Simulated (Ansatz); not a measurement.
The cluster Li5, relaxed as a doublet with UKS PBE/def2-TZVP in Ansatz, starting from the GFN1-xTB geometry. Force threshold 0.02 eV/Å.

The charge 0 doublet is spin-contaminated (final ⟨S²⟩ up to 0.92, 0.75 for a pure state). The structure comes from a short search, and lower isomers may exist.

Start:

```xyz
5

Li   -1.245    1.184    1.202
Li    1.263   -1.198   -1.184
Li    0.181    1.129   -0.915
Li   -1.096   -0.937   -0.225
Li    0.897   -0.177    1.123
```

```json
{"step": "1", "energy (eV)": "-1018.1224", "largest force component (eV/Å)": "1.031", "SCF passes": "120"}
{"step": "2", "energy (eV)": "-1018.6770", "largest force component (eV/Å)": "0.338", "SCF passes": "57"}
{"step": "3", "energy (eV)": "-1018.7990", "largest force component (eV/Å)": "0.111", "SCF passes": "63"}
{"step": "4", "energy (eV)": "-1018.8014", "largest force component (eV/Å)": "0.095", "SCF passes": "120"}
{"step": "5", "energy (eV)": "-1018.8024", "largest force component (eV/Å)": "0.162", "SCF passes": "69"}
{"step": "6", "energy (eV)": "-1018.8184", "largest force component (eV/Å)": "0.011", "SCF passes": "71"}
```

Force components are those of the run's own axes.

End:

```tsv
atom	x (Å)	y (Å)	z (Å)
Li1	-1.552	1.456	1.444
Li2	1.527	-1.452	-1.472
Li3	0.335	1.357	-0.991
Li4	-1.254	-1.178	-0.141
Li5	0.943	-0.184	1.160
```

By distances, no bond broke or formed, bridged metal pairs apart. The bond that changes most is Li3–Li4, from 2.53 to 3.11 Å (atoms count from 1). Metal–metal contacts that move far: Li3–Li4 2.53 to 3.11 Å, Li2–Li4 2.56 to 3.10 Å, Li1–Li3 2.55 to 3.08 Å, Li1–Li4 2.56 to 3.09 Å, Li2–Li3 2.58 to 3.09 Å.

No frequencies were taken in this run, so the end may be a saddle point.

It took 11 s on 4 threads of Intel Xeon Platinum 8488C on a shared host.
